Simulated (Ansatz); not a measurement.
# Abstraction of F: CBrCl2F + InHF → CBrCl2 + InHF2

Gas-phase species: CBrCl2F (bromodichlorofluoromethane) `FC(Cl)(Cl)Br`, singlet; InHF `[F][InH]`, doublet; CBrCl2 `Cl[C](Cl)Br`, doublet; InHF2 `[F][InH][F]`, singlet. A radical takes F: the energy is the difference in strength between the C–F bond broken and the In–F bond made.

Shapes, held fixed at every level: PBE0-D4/def2-TZVP. Programs: Ansatz 0.2.0. The zero-point and thermal change to 298 K, harmonic and unscaled (PBE0-D4/def2-TZVP), is +0.2 kJ/mol.

(1) Estimate ΔH(298 K) of this reaction.

Results:

(1) The highest level, CCSD(T)/def2-TZVPP, gives ΔH(298 K) = -31.9 kJ/mol; the levels span -37.4 to -23.3. The column of differences is taken from that level and isn't an error. No measured value is set beside it here. Open shells run unrestricted. For atoms past krypton def2 sets carry core potentials with scalar relativity. Relativity is left out for Br. Outer-core shells of Br, In are correlated, in sets that cover them unevenly.

| level | kind | ΔH(298 K) (kJ/mol) | less CCSD(T)/def2-TZVPP |
| --- | --- | --- | --- |
| HF/def2-SVP | Hartree–Fock | -37.4 | -5.5 |
| PBE0-D4/def2-TZVPP | global hybrid | -25.6 | +6.3 |
| r2SCAN0-D4/def2-TZVPP | global hybrid | -33.1 | -1.2 |
| wB97M-V/def2-TZVPP | range-separated hybrid | -23.3 | +8.6 |
| wB97X-V/def2-TZVPP | range-separated hybrid | -36.4 | -4.5 |
| CCSD/def2-TZVPP | coupled cluster or CI | -34.9 | -3.0 |
| CCSD(T)/def2-TZVPP | coupled cluster or CI | -31.9 | 0.0 |
